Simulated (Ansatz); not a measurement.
Born–Oppenheimer molecular dynamics of a periodic cell of 33 atoms, Al32O (host Al, host structure fcc, interstitial O). It goes on from the last frame of an earlier run, with new velocities.

Theory: Ansatz, DFT PBE-D3(BJ), scalar-relativistic, plane waves, PAW. Settings: accuracy low, cutoff 420 eV, k mesh 2x2x2, fermi-dirac smearing 0.15 eV, no spin polarisation.

```yaml
ensemble: NVT, Langevin thermostat
time_step: 1 fs
steps_asked: 300
set_temperature: 1260 K
friction: 0.02 /fs
seed: 215446
```

Frames 20 fs apart, positions in Å, forces in eV/Å.

Velocities at 130 fs (Å/ps):

```
Al -10.58 3.60 -6.19
Al 2.11 1.86 -0.89
Al 0.43 3.00 2.77
Al 0.24 -5.60 -0.53
Al 1.32 5.97 11.55
Al 4.84 1.04 -2.40
Al 1.66 10.11 -7.27
Al 7.68 -0.03 -6.64
Al -2.96 8.86 6.03
Al -8.08 -13.07 -1.25
Al -5.81 -2.86 -0.11
Al -11.00 -0.49 10.95
Al 0.18 6.40 -0.79
Al -1.22 -4.84 6.64
Al -7.89 -6.58 -14.03
Al -9.78 -4.79 4.71
Al 0.45 4.51 -1.30
Al 5.41 -20.64 -14.25
Al 7.29 1.09 -2.51
Al -4.98 -0.97 -2.71
Al -0.58 8.24 -1.53
Al 2.24 4.60 -0.16
Al 0.86 5.06 0.13
Al 3.06 -9.47 7.94
Al 3.65 6.29 7.01
Al 8.76 -3.62 3.79
Al 9.08 -11.05 2.32
Al 5.63 6.57 7.81
Al 5.72 -1.82 0.63
Al 1.92 -3.69 7.30
Al -6.60 -11.85 -3.01
Al -4.53 -4.45 -0.22
O -7.60 -6.27 -11.28
```

```xyz
33
Lattice="8.1000 0.0000 0.0000 0.0000 8.1000 0.0000 0.0000 0.0000 8.1000" Properties=species:S:1:pos:R:3:forces:R:3 time_fs=130 energy_less_start_eV=1.593 T=1300
Al 3.972 0.157 0.344 -0.23 -0.92 -0.54
Al 5.904 1.960 0.059 0.43 0.61 -0.39
Al 5.896 0.157 2.087 0.25 -0.83 0.37
Al -0.058 0.008 0.197 -0.33 -0.37 -0.30
Al 1.982 1.882 -0.012 -0.43 0.42 -0.06
Al 3.869 4.020 0.047 0.78 -0.36 -0.25
Al 5.955 5.943 0.390 0.34 0.90 -0.65
Al 1.773 0.160 2.196 0.21 -0.32 0.22
Al 3.873 2.017 2.054 0.07 0.48 0.79
Al 6.048 4.095 2.059 -0.96 -0.27 -0.44
Al 3.981 -0.152 4.440 0.31 0.45 -1.32
Al 5.984 2.213 3.818 -0.33 -1.20 1.20
Al 6.139 0.057 6.008 -0.51 -0.22 0.90
Al 0.040 3.909 0.155 -0.58 -0.01 0.00
Al 1.942 5.800 0.098 -0.22 0.75 0.55
Al -0.201 2.130 2.048 0.73 -0.91 -0.53
Al 2.071 3.919 2.037 -0.71 0.00 0.64
Al 3.698 6.168 2.149 0.83 0.14 -0.28
Al -0.260 -0.053 4.128 0.22 -0.42 -0.30
Al 1.452 1.782 4.596 3.11 0.28 -2.62
Al 4.004 3.790 4.252 -0.45 -0.41 -0.74
Al 5.925 5.938 4.085 -0.43 0.38 0.36
Al 2.013 -0.296 6.278 0.67 2.02 1.78
Al 4.039 1.869 6.084 -0.29 0.38 0.44
Al 5.838 3.994 6.002 0.62 0.10 0.92
Al -0.087 5.970 2.422 0.52 0.89 -1.47
Al -0.147 3.935 3.851 0.83 -0.01 1.57
Al 2.515 5.749 4.375 -1.54 0.85 0.02
Al -0.211 2.131 6.101 -2.11 -0.02 1.95
Al 1.746 3.920 6.082 1.20 -0.82 0.40
Al 4.110 6.389 6.622 0.69 -1.10 -0.30
Al -0.009 5.788 6.329 -1.59 0.18 0.14
O 1.038 6.819 5.261 -1.14 -0.64 -2.06
33
Lattice="8.1000 0.0000 0.0000 0.0000 8.1000 0.0000 0.0000 0.0000 8.1000" Properties=species:S:1:pos:R:3:forces:R:3 time_fs=150 energy_less_start_eV=1.262 T=1218
Al 3.966 0.199 0.179 0.32 -0.80 0.71
Al 5.972 2.121 -0.078 0.05 -0.19 0.83
Al 5.963 0.165 2.145 -0.94 -0.89 -0.12
Al -0.013 -0.068 0.176 -0.26 -0.25 -0.30
Al 1.998 2.006 0.221 -0.43 0.03 -0.57
Al 3.925 3.993 -0.001 0.31 -0.56 0.01
Al 5.925 6.203 0.262 0.56 -0.13 0.05
Al 1.863 0.157 2.186 0.54 -0.79 -0.08
Al 3.887 2.110 2.219 -0.10 -0.65 -0.11
Al 5.900 3.901 2.079 0.23 0.76 -0.25
Al 3.921 -0.227 4.480 1.39 1.98 -1.20
Al 5.728 2.102 4.103 1.02 -0.51 0.38
Al 6.095 0.236 6.077 0.22 -1.51 0.17
Al -0.005 3.818 0.172 -0.62 0.05 0.71
Al 1.813 5.697 -0.136 0.42 1.01 1.78
Al -0.327 1.919 2.106 0.89 0.66 -0.26
Al 2.034 3.956 2.103 -0.88 -0.09 0.56
Al 3.764 5.892 1.886 0.35 1.04 0.61
Al -0.107 -0.047 4.042 -0.80 -0.94 0.62
Al 1.527 1.791 4.366 2.36 0.52 -0.58
Al 3.967 3.904 4.266 -0.34 -0.09 0.13
Al 5.904 5.966 4.029 -0.13 0.22 0.13
Al 2.001 -0.185 6.373 -0.82 0.69 0.01
Al 4.115 1.820 6.234 -1.43 1.28 -0.46
Al 5.964 4.199 6.193 -0.60 -0.73 -0.11
Al 0.014 5.860 2.436 -0.02 0.08 -1.12
Al -0.059 3.736 4.083 -0.64 0.85 -0.04
Al 2.536 5.979 4.499 -1.94 -1.29 -1.52
Al -0.156 2.079 6.229 -0.10 -0.47 0.39
Al 1.804 3.905 6.152 1.21 -1.31 -0.32
Al 3.987 6.126 6.538 1.09 -0.01 0.23
Al -0.108 5.640 6.333 -0.28 1.71 -1.12
O 0.956 6.771 5.037 -0.63 0.33 0.83
33
Lattice="8.1000 0.0000 0.0000 0.0000 8.1000 0.0000 0.0000 0.0000 8.1000" Properties=species:S:1:pos:R:3:forces:R:3 time_fs=170 energy_less_start_eV=1.675 T=1056
Al 4.018 0.100 0.121 -0.33 0.40 0.47
Al 6.059 2.157 -0.055 -0.94 -0.70 1.17
Al 5.993 0.112 2.169 -1.04 -0.33 0.12
Al -0.084 -0.112 0.153 0.42 -0.10 -0.12
Al 2.018 2.097 0.379 -0.18 -0.36 -0.48
Al 4.037 3.920 0.041 -0.46 -0.39 0.55
Al 5.902 6.468 0.248 0.87 -1.34 -0.53
Al 1.908 0.075 2.209 0.66 -0.77 -0.69
Al 4.002 2.084 2.332 -0.61 -0.52 -0.94
Al 5.772 4.078 2.293 0.76 -0.73 -1.18
Al 4.092 -0.197 4.410 -0.57 0.21 -0.64
Al 5.538 1.869 4.342 2.50 1.16 -1.01
Al 6.005 0.193 6.186 0.53 -1.26 0.56
Al -0.042 3.828 0.134 -0.29 0.50 1.25
Al 1.803 5.633 -0.289 0.43 1.89 2.27
Al -0.318 1.861 2.074 0.76 1.09 0.15
Al 1.920 4.059 2.159 0.09 -0.34 0.43
Al 3.824 5.926 1.678 -0.45 0.85 1.04
Al -0.070 -0.206 3.945 -1.02 0.87 0.31
Al 1.806 1.839 4.149 0.30 0.52 0.45
Al 3.951 3.971 4.232 -0.35 0.22 0.49
Al 5.843 5.997 3.885 0.21 0.48 0.97
Al 1.960 0.031 6.465 -0.26 0.04 -0.37
Al 3.993 1.982 6.204 -1.21 0.36 0.87
Al 5.924 4.244 6.441 -0.40 -1.00 -0.93
Al 0.024 5.816 2.299 -0.39 0.19 -0.99
Al -0.186 3.715 4.126 -0.14 0.00 0.03
Al 2.313 6.123 4.402 0.72 -1.51 -1.54
Al -0.121 2.073 6.383 0.66 -0.85 -1.19
Al 1.945 3.857 6.212 0.41 -1.43 -1.25
Al 4.040 5.944 6.422 0.00 0.83 -0.34
Al -0.163 5.535 6.185 0.49 1.83 -0.88
O 0.907 6.891 5.068 -1.14 0.19 1.95
33
Lattice="8.1000 0.0000 0.0000 0.0000 8.1000 0.0000 0.0000 0.0000 8.1000" Properties=species:S:1:pos:R:3:forces:R:3 time_fs=190 energy_less_start_eV=1.626 T=1331
Al 3.956 0.028 0.104 -0.37 0.68 0.04
Al 6.062 2.040 0.140 -0.42 -0.41 0.30
Al 6.030 0.080 2.229 -0.67 0.10 -0.68
Al -0.056 -0.087 0.144 0.60 0.42 0.32
Al 1.888 2.209 0.395 0.11 -0.67 -0.40
Al 4.073 3.876 0.122 -1.16 0.03 1.04
Al 6.001 6.472 0.159 0.06 -1.33 -0.14
Al 2.017 -0.078 2.169 -0.03 0.04 -0.11
Al 4.117 2.056 2.241 -1.06 -0.42 -0.54
Al 5.655 4.134 2.343 0.97 -0.88 -0.97
Al 4.141 -0.251 4.392 -1.69 0.06 -0.45
Al 5.599 1.767 4.308 1.54 1.61 0.27
Al 5.916 0.089 6.300 0.28 -0.04 0.04
Al -0.279 3.967 0.140 0.29 0.25 0.28
Al 1.840 5.659 -0.227 -0.31 0.68 1.06
Al -0.101 1.990 2.261 -0.15 -0.26 -0.54
Al 1.735 4.065 2.157 0.74 -0.07 0.47
Al 3.873 6.001 1.639 -0.34 0.34 1.06
Al -0.186 -0.259 3.965 0.18 0.79 0.34
Al 2.017 1.923 4.144 -0.25 -0.20 -0.52
Al 3.884 4.102 4.320 0.60 -0.32 -0.79
Al 5.836 6.071 3.847 0.32 -0.22 1.00
Al 1.925 0.338 6.349 -0.15 -1.19 0.01
Al 3.791 2.180 6.228 2.66 -2.04 0.41
Al 5.771 4.270 6.542 0.96 -0.79 -1.55
Al -0.116 5.839 2.035 -0.20 0.62 0.20
Al -0.293 3.702 4.173 -0.05 0.21 -0.11
Al 2.016 6.082 4.190 0.03 -0.10 -0.33
Al -0.058 2.079 6.328 -0.56 -0.26 -0.20
Al 2.109 3.705 6.097 -2.72 2.12 0.35
Al 3.878 5.927 6.295 0.11 0.90 -0.02
Al -0.176 5.577 5.902 -0.70 -0.65 1.25
O 0.690 7.020 5.405 1.40 0.98 -1.09
33
Lattice="8.1000 0.0000 0.0000 0.0000 8.1000 0.0000 0.0000 0.0000 8.1000" Properties=species:S:1:pos:R:3:forces:R:3 time_fs=210 energy_less_start_eV=2.038 T=1118
Al 3.926 0.095 0.033 -0.34 -0.04 0.42
Al 6.119 1.889 0.282 0.05 0.38 -0.14
Al 5.925 0.132 2.212 -0.18 -0.53 -0.13
Al 0.027 -0.108 0.116 0.12 0.86 0.47
Al 1.784 2.218 0.375 0.14 -0.74 -1.17
Al 4.082 3.814 0.267 -0.99 0.67 -0.56
Al 6.118 6.375 0.110 -1.50 -0.50 -0.81
Al 2.157 -0.131 2.077 -0.85 0.47 0.35
Al 4.029 2.036 2.112 -0.55 -0.51 0.74
Al 5.680 4.099 2.245 1.04 -0.13 0.18
Al 3.936 -0.309 4.286 -0.36 1.14 -0.66
Al 5.861 1.866 4.271 -0.63 -0.02 0.31
Al 5.817 0.107 6.409 0.66 -0.04 -1.15
Al -0.497 4.039 0.072 0.82 -0.40 0.14
Al 1.731 5.667 0.075 0.43 0.27 -0.39
Al 0.129 2.062 2.451 -1.32 -1.86 -1.17
Al 1.646 3.927 2.134 0.97 1.76 0.82
Al 3.936 6.135 1.683 0.27 -0.43 0.73
Al -0.195 -0.245 3.971 0.00 0.70 0.20
Al 2.134 2.021 4.205 -0.01 -1.06 -0.93
Al 3.859 4.113 4.261 0.73 -0.24 -0.67
Al 5.817 6.083 3.982 0.26 -0.36 0.18
Al 1.871 0.395 6.341 0.63 -1.13 0.07
Al 3.872 2.071 6.329 1.13 0.23 -0.22
Al 5.708 4.328 6.428 -0.41 -0.98 -1.07
Al -0.311 5.999 1.828 0.95 -0.19 1.97
Al -0.415 3.632 4.291 0.24 1.47 -0.53
Al 1.736 6.025 4.122 0.79 -0.31 -0.57
Al -0.047 2.013 6.184 -1.10 0.05 0.93
Al 1.961 3.796 5.906 -1.00 1.47 1.71
Al 3.745 6.076 6.173 0.01 -0.14 0.78
Al -0.294 5.649 5.767 0.19 0.86 1.51
O 0.769 7.204 5.548 -0.19 -0.71 -1.35
33
Lattice="8.1000 0.0000 0.0000 0.0000 8.1000 0.0000 0.0000 0.0000 8.1000" Properties=species:S:1:pos:R:3:forces:R:3 time_fs=230 energy_less_start_eV=0.724 T=1255
Al 3.947 0.206 -0.026 -0.14 -0.95 0.67
Al 6.080 1.858 0.367 0.56 0.82 -0.97
Al 5.727 0.160 2.127 0.53 -1.34 0.74
Al 0.103 -0.028 0.101 -0.58 0.25 0.88
Al 1.845 2.220 0.224 -0.17 -0.06 -0.41
Al 4.123 3.884 0.326 -1.06 0.58 -0.91
Al 6.100 6.255 0.071 -1.00 -0.20 -0.68
Al 2.219 -0.091 2.070 -1.20 0.07 -0.11
Al 3.925 1.990 2.051 -0.36 0.43 1.11
Al 5.886 4.101 2.122 0.24 -0.47 0.61
Al 3.746 -0.229 4.174 0.75 0.51 -0.04
Al 5.888 1.854 4.301 -0.91 -0.02 -0.18
Al 5.950 -0.074 6.314 -0.07 0.32 -0.73
Al -0.446 4.040 -0.022 0.29 -0.66 -0.08
Al 1.633 5.678 0.220 0.96 0.64 -0.68
Al 0.103 1.880 2.414 -0.29 -0.30 -1.42
Al 1.667 3.954 2.179 0.34 0.32 0.45
Al 4.043 6.160 1.760 -0.20 -0.39 0.49
Al -0.284 -0.095 3.963 -0.07 -0.31 0.26
Al 2.179 2.092 4.306 -0.44 -0.63 -0.56
Al 3.857 4.174 4.195 -0.03 -0.31 -0.61
Al 5.855 6.026 4.099 -0.82 0.22 -0.67
Al 1.874 0.221 6.326 0.17 -0.23 -0.36
Al 3.982 1.989 6.299 0.01 0.57 -0.48
Al 5.500 4.088 6.215 0.65 0.02 -0.09
Al -0.373 6.010 1.917 0.90 0.27 1.53
Al -0.423 3.667 4.162 0.38 1.23 -0.25
Al 1.698 5.985 4.115 0.23 0.29 -0.67
Al -0.205 1.988 6.153 -0.13 0.10 0.73
Al 1.672 4.047 5.913 0.32 -0.15 1.25
Al 3.609 6.213 6.217 0.54 -0.69 0.57
Al -0.474 5.688 5.802 0.57 0.70 1.51
O 0.689 7.187 5.369 0.04 -0.64 -0.90
```

Of the whole run (300 fs, mean temperature of the second half 1202 K): A run of 0.3 ps of so small a system gives no equilibrium averages. Limits of this set-up: coarse k mesh, a small cell, in which the defect meets its images, a typed lattice constant that wasn't relaxed here, low accuracy level.

The run took 25 min on 2 threads of Intel(R) Xeon(R) Platinum 8488C (Sapphire Rapids), with other jobs on the host, peak memory 1.3 GiB.
